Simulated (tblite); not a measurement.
A geometry optimisation, step by step.

Species: C₆H₈F (doublet state).
Atom-mapped SMILES: `[CH3:1][C:2]1=[C:3]([F:4])[CH2:5][CH:6][CH2:7]1` (hydrogens: H8, H9, H10 on C1; H11, H12 on C5; H13 on C6; H14, H15 on C7)
Bond orders are those of one Lewis drawing.

Computed with GFN2-xTB (tblite), gas phase: L-BFGS steps from a force-field or distance-geometry start until the largest atomic force falls under 0.01 eV/Å. 11 of its 93 geometries are shown.

Step 0: E = -585.9214 eV, largest atomic force 2.691 eV/Å
```
atom  x, y, z in Å  |  force x, y, z in eV/Å
C1      2.018    0.171   -0.040   -0.140  -0.400   0.334
C2      0.523    0.061   -0.098    1.847  -0.105   0.028
C3     -0.344    1.039   -0.228   -1.359   0.724  -0.285
F4     -0.150    2.382   -0.374    0.014  -0.944   0.102
C5     -1.729    0.437   -0.215   -1.465   0.235  -0.287
C6     -1.476   -0.750    0.696    2.230   1.507  -0.009
C7     -0.195   -1.251    0.020   -0.618  -0.475   0.500
H8      2.307    0.590    0.955    0.005  -0.471  -0.757
H9      2.330    0.883   -0.813    0.206  -0.364   0.225
H10     2.437   -0.857   -0.191   -0.031   1.158   0.137
H11    -2.005    0.074   -1.248    0.045   0.496   0.861
H12    -2.493    1.109    0.197    0.093  -0.021  -0.393
H13    -1.134   -0.316    1.676   -1.023  -0.874  -0.281
H14     0.376   -1.962    0.623   -0.155  -0.106  -0.378
H15    -0.469   -1.604   -0.982    0.350  -0.361   0.203
```

Step 9: E = -586.4256 eV, largest atomic force 0.329 eV/Å
```
atom  x, y, z in Å  |  force x, y, z in eV/Å
C1      2.056    0.194   -0.062   -0.217  -0.017  -0.058
C2      0.566    0.080   -0.154   -0.071  -0.051   0.141
C3     -0.362    1.033   -0.288   -0.026  -0.083   0.077
F4     -0.133    2.358   -0.405   -0.051  -0.239  -0.122
C5     -1.781    0.481   -0.194    0.201   0.068  -0.027
C6     -1.426   -0.690    0.690    0.042   0.035  -0.237
C7     -0.188   -1.248    0.048    0.266   0.161  -0.089
H8      2.345    0.560    0.929   -0.059   0.022  -0.163
H9      2.442    0.883   -0.816   -0.052  -0.049   0.138
H10     2.511   -0.783   -0.199    0.020   0.019  -0.076
H11    -2.115    0.135   -1.179    0.055  -0.003   0.016
H12    -2.530    1.182    0.172    0.234   0.000   0.231
H13    -1.363   -0.488    1.755   -0.198  -0.196  -0.144
H14     0.371   -1.992    0.616   -0.045   0.220   0.215
H15    -0.397   -1.698   -0.933   -0.100   0.113   0.099
```

Step 18: E = -586.6933 eV, largest atomic force 0.447 eV/Å
```
atom  x, y, z in Å  |  force x, y, z in eV/Å
C1      2.089    0.215   -0.122   -0.059  -0.013  -0.117
C2      0.606    0.079   -0.201   -0.121   0.067   0.333
C3     -0.322    1.010   -0.386    0.021   0.137   0.285
F4     -0.109    2.312   -0.658    0.055   0.004  -0.176
C5     -1.736    0.542   -0.122    0.162   0.025  -0.015
C6     -1.463   -0.728    0.612   -0.033   0.155  -0.181
C7     -0.129   -1.209    0.155   -0.107   0.057   0.068
H8      2.360    0.556    0.883    0.009  -0.078  -0.145
H9      2.468    0.939   -0.840   -0.070   0.092   0.005
H10     2.577   -0.737   -0.311   -0.002  -0.084   0.027
H11    -2.206    0.319   -1.098   -0.197   0.244   0.269
H12    -2.314    1.293    0.434    0.013  -0.256  -0.252
H13    -1.932   -1.002    1.540    0.027  -0.033  -0.150
H14     0.390   -1.829    0.885    0.025  -0.040  -0.164
H15    -0.284   -1.751   -0.793    0.279  -0.277   0.212
```

Step 28: E = -586.9383 eV, largest atomic force 0.243 eV/Å
```
atom  x, y, z in Å  |  force x, y, z in eV/Å
C1      2.087    0.215   -0.179    0.096   0.091  -0.044
C2      0.605    0.081   -0.118    0.035   0.076   0.028
C3     -0.313    1.009   -0.362    0.067   0.022  -0.152
F4     -0.054    2.215   -0.906   -0.033   0.209   0.119
C5     -1.722    0.616   -0.046    0.104  -0.139  -0.024
C6     -1.500   -0.756    0.485   -0.022  -0.042   0.122
C7     -0.085   -1.186    0.303   -0.155   0.008  -0.012
H8      2.464    0.521    0.803   -0.024  -0.174  -0.084
H9      2.381    0.993   -0.882   -0.052  -0.061  -0.049
H10     2.558   -0.728   -0.462   -0.049   0.105   0.049
H11    -2.359    0.626   -0.946    0.035   0.010   0.049
H12    -2.197    1.315    0.664    0.109  -0.185  -0.062
H13    -2.251   -1.332    0.991    0.066   0.009  -0.088
H14     0.383   -1.674    1.169   -0.193   0.114  -0.008
H15    -0.003   -1.905   -0.534    0.018  -0.042   0.156
```

Step 37: E = -586.9960 eV, largest atomic force 0.126 eV/Å
```
atom  x, y, z in Å  |  force x, y, z in eV/Å
C1      2.090    0.214   -0.218    0.040   0.022  -0.031
C2      0.608    0.089   -0.106    0.018   0.023   0.040
C3     -0.309    1.011   -0.377    0.026   0.005  -0.014
F4     -0.060    2.236   -0.882    0.001   0.069   0.041
C5     -1.713    0.616   -0.046    0.037  -0.052   0.016
C6     -1.514   -0.780    0.405    0.006   0.026  -0.027
C7     -0.083   -1.163    0.364   -0.046  -0.014  -0.055
H8      2.526    0.468    0.751   -0.073  -0.054  -0.043
H9      2.350    1.007   -0.917   -0.008  -0.038   0.015
H10     2.536   -0.722   -0.550   -0.032   0.019  -0.019
H11    -2.409    0.711   -0.890    0.062   0.030  -0.013
H12    -2.105    1.258    0.755   -0.098   0.068  -0.017
H13    -2.305   -1.430    0.710   -0.064  -0.073   0.033
H14     0.282   -1.528    1.330    0.095   0.048   0.067
H15     0.099   -1.978   -0.351    0.036  -0.080   0.006
```

Step 46: E = -587.0111 eV, largest atomic force 0.066 eV/Å
```
atom  x, y, z in Å  |  force x, y, z in eV/Å
C1      2.085    0.201   -0.244    0.025   0.007  -0.005
C2      0.605    0.088   -0.123    0.013   0.024   0.042
C3     -0.309    1.023   -0.349    0.015   0.015  -0.021
F4     -0.064    2.271   -0.798    0.020   0.039  -0.017
C5     -1.713    0.613   -0.045    0.003   0.005  -0.027
C6     -1.514   -0.790    0.384   -0.019   0.025   0.021
C7     -0.077   -1.158    0.374   -0.030  -0.006  -0.029
H8      2.517    0.423    0.734    0.025  -0.034  -0.038
H9      2.353    1.005   -0.926   -0.009  -0.001   0.018
H10     2.515   -0.732   -0.603   -0.007   0.006  -0.006
H11    -2.376    0.720   -0.914   -0.006  -0.021  -0.032
H12    -2.141    1.257    0.737   -0.051  -0.021   0.037
H13    -2.306   -1.455    0.661   -0.011  -0.012   0.010
H14     0.292   -1.439    1.369    0.014  -0.036   0.026
H15     0.129   -2.018   -0.279    0.017   0.010   0.020
```

Step 55: E = -587.0153 eV, largest atomic force 0.068 eV/Å
```
atom  x, y, z in Å  |  force x, y, z in eV/Å
C1      2.085    0.196   -0.250    0.021   0.018   0.009
C2      0.606    0.102   -0.105    0.020  -0.013   0.026
C3     -0.308    1.037   -0.331    0.010  -0.018   0.011
F4     -0.058    2.287   -0.775   -0.026  -0.013  -0.005
C5     -1.716    0.612   -0.052   -0.003   0.000  -0.029
C6     -1.512   -0.786    0.388   -0.039  -0.006   0.050
C7     -0.075   -1.148    0.387   -0.024  -0.037  -0.052
H8      2.546    0.388    0.720    0.002  -0.029  -0.002
H9      2.354    1.011   -0.917   -0.010   0.015  -0.005
H10     2.493   -0.736   -0.638   -0.020   0.018  -0.009
H11    -2.353    0.696   -0.944   -0.001   0.020  -0.009
H12    -2.189    1.241    0.716    0.008   0.028  -0.008
H13    -2.305   -1.450    0.670    0.029   0.011  -0.002
H14     0.294   -1.437    1.381   -0.003  -0.008   0.000
H15     0.134   -2.004   -0.272    0.037   0.013   0.025
```

Step 64: E = -587.0173 eV, largest atomic force 0.034 eV/Å
```
atom  x, y, z in Å  |  force x, y, z in eV/Å
C1      2.086    0.196   -0.252    0.006   0.009   0.007
C2      0.607    0.106   -0.089    0.008  -0.009   0.009
C3     -0.308    1.038   -0.322    0.011  -0.002  -0.008
F4     -0.065    2.288   -0.767    0.005   0.002  -0.014
C5     -1.717    0.610   -0.058    0.006   0.011  -0.011
C6     -1.514   -0.785    0.397   -0.003  -0.004   0.003
C7     -0.076   -1.145    0.396    0.002  -0.027  -0.020
H8      2.568    0.356    0.714   -0.014  -0.025   0.015
H9      2.349    1.026   -0.902   -0.009   0.018  -0.003
H10     2.476   -0.729   -0.673    0.000   0.012  -0.011
H11    -2.337    0.688   -0.963   -0.015  -0.004   0.014
H12    -2.200    1.249    0.695   -0.014  -0.002   0.002
H13    -2.304   -1.453    0.677    0.016   0.023  -0.005
H14     0.286   -1.440    1.391    0.011   0.003   0.004
H15     0.146   -1.996   -0.265   -0.012  -0.003   0.018
```

Step 74: E = -587.0226 eV, largest atomic force 0.071 eV/Å
```
atom  x, y, z in Å  |  force x, y, z in eV/Å
C1      2.086    0.204   -0.252   -0.037  -0.008   0.014
C2      0.609    0.097   -0.089   -0.014  -0.024  -0.015
C3     -0.305    1.024   -0.343    0.009   0.014  -0.015
F4     -0.049    2.265   -0.804   -0.033   0.025  -0.025
C5     -1.716    0.606   -0.072    0.008   0.012  -0.018
C6     -1.514   -0.775    0.422   -0.015  -0.029   0.033
C7     -0.077   -1.144    0.417    0.002  -0.065  -0.028
H8      2.574    0.216    0.722    0.014  -0.009  -0.005
H9      2.338    1.119   -0.782    0.018   0.011   0.022
H10     2.470   -0.647   -0.812    0.007  -0.025  -0.006
H11    -2.334    0.648   -0.982   -0.003   0.041   0.025
H12    -2.197    1.270    0.659   -0.035  -0.016  -0.009
H13    -2.308   -1.436    0.713    0.050   0.038  -0.014
H14     0.291   -1.427    1.413    0.007  -0.003   0.023
H15     0.126   -2.010   -0.231    0.023   0.036   0.018
```

Step 83: E = -587.0254 eV, largest atomic force 0.051 eV/Å
```
atom  x, y, z in Å  |  force x, y, z in eV/Å
C1      2.086    0.201   -0.256   -0.042  -0.004   0.028
C2      0.610    0.097   -0.088   -0.022  -0.007   0.008
C3     -0.306    1.020   -0.355   -0.004   0.012   0.000
F4     -0.059    2.254   -0.841   -0.002   0.013  -0.010
C5     -1.715    0.602   -0.082    0.001   0.008  -0.011
C6     -1.512   -0.771    0.434    0.013  -0.012  -0.010
C7     -0.074   -1.137    0.439    0.001  -0.029  -0.004
H8      2.586    0.088    0.705    0.014  -0.023   0.026
H9      2.345    1.171   -0.672    0.026   0.014  -0.026
H10     2.452   -0.581   -0.920   -0.002  -0.008  -0.007
H11    -2.328    0.638   -0.995   -0.021  -0.004  -0.006
H12    -2.209    1.270    0.637    0.004   0.009   0.013
H13    -2.306   -1.429    0.724    0.014  -0.001   0.007
H14     0.290   -1.402    1.442    0.005   0.017  -0.007
H15     0.136   -2.014   -0.192    0.013   0.014  -0.001
```

Step 92: E = -587.0265 eV, largest atomic force 0.008 eV/Å
```
atom  x, y, z in Å  |  force x, y, z in eV/Å
C1      2.085    0.198   -0.252    0.001   0.001  -0.002
C2      0.608    0.104   -0.091    0.000  -0.001   0.001
C3     -0.310    1.022   -0.365   -0.001  -0.002   0.000
F4     -0.068    2.256   -0.857   -0.003  -0.002   0.001
C5     -1.719    0.601   -0.086    0.002  -0.001  -0.001
C6     -1.510   -0.773    0.425    0.001  -0.003  -0.002
C7     -0.071   -1.131    0.438    0.002  -0.002   0.001
H8      2.581    0.051    0.707   -0.006  -0.001  -0.003
H9      2.361    1.172   -0.646    0.004   0.004  -0.001
H10     2.440   -0.573   -0.934    0.003  -0.002   0.001
H11    -2.342    0.639   -0.991    0.001   0.002  -0.001
H12    -2.205    1.268    0.641   -0.001  -0.002   0.003
H13    -2.298   -1.432    0.730   -0.004   0.007   0.001
H14     0.292   -1.385    1.444   -0.001  -0.003   0.000
H15     0.151   -2.008   -0.187    0.003   0.004   0.003
```

Task: Summarise the path.

Result: The energy falls by 25.48 kcal/mol from step 0 to step 92; nine tenths of that is first reached at step 27. It falls at every step. The largest force goes from 2.691 to 0.008 eV/Å. Among the bonds C6–H13 changes most, from 1.125 to 1.071 Å; the atoms move by 0.744 Å rms after alignment.

Task: Follow the three bonds and two angles with the largest change from start to end.

Result: 
```tsv
step	E above end (kcal/mol)	largest force (eV/Å)	C6–H13 (Å)	C6–C7 (Å)	C5–C6 (Å)	C7–C6–H13 (°)	C5–C6–H13 (°)
0	25.48	2.691	1.125	1.533	1.518	104.9	105.8
4	16.48	0.599	1.086	1.495	1.494	112.8	113.3
8	14.28	0.379	1.089	1.508	1.515	115.7	115.7
12	11.76	0.409	1.086	1.493	1.488	119.0	120.2
16	9.51	1.480	1.122	1.498	1.501	125.4	123.7
20	6.05	0.558	1.079	1.481	1.476	124.3	126.6
24	3.72	0.315	1.073	1.485	1.491	125.8	125.1
28	2.03	0.243	1.074	1.490	1.487	124.5	123.9
32	1.05	0.196	1.073	1.483	1.480	124.8	124.2
36	0.77	0.135	1.068	1.483	1.480	124.8	123.8
40	0.54	0.133	1.073	1.482	1.480	123.7	124.8
44	0.39	0.074	1.069	1.483	1.481	124.2	124.4
48	0.33	0.076	1.071	1.483	1.481	124.3	124.4
52	0.29	0.051	1.070	1.483	1.482	124.4	124.2
56	0.25	0.067	1.072	1.482	1.480	124.5	124.2
60	0.22	0.035	1.071	1.483	1.481	124.4	124.3
64	0.21	0.034	1.072	1.483	1.481	124.3	124.5
68	0.17	0.062	1.071	1.484	1.482	124.1	124.6
72	0.11	0.057	1.072	1.483	1.481	124.1	124.4
76	0.07	0.047	1.071	1.484	1.482	124.4	124.2
80	0.04	0.049	1.071	1.484	1.481	124.6	124.0
84	0.02	0.041	1.071	1.484	1.480	124.3	124.3
88	0.01	0.031	1.071	1.483	1.481	124.3	124.4
92	0.00	0.008	1.071	1.483	1.481	124.2	124.4
```

What follows is the cost of the whole relaxation. The run took 0.29 s on one thread of an AMD EPYC 9R45, no GPU (shared host).
